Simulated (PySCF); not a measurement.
# Electron correlation in Mn (manganese, neutral)

[Ar] 3d5 4s2, high-spin 6S determinant. Computed with PySCF 2.14 in aug-cc-pVTZ (8s7p5d3f2g, 93 functions), with the non-relativistic Hamiltonian (point nucleus). Frozen: [Ar]; 7 electrons correlated.

| level | correlation energy (mhartree) |
| --- | --- |
| CCSD | -136.46 |
| (T) | -4.50 |
| CCSD(T) | -140.96 |

Diagnostics: T1 = 0.025, D1 = 0.0814, largest double amplitude 0.062.

Cost of the coupled-cluster step: roughly 25 core-seconds, for 7 correlated electrons.
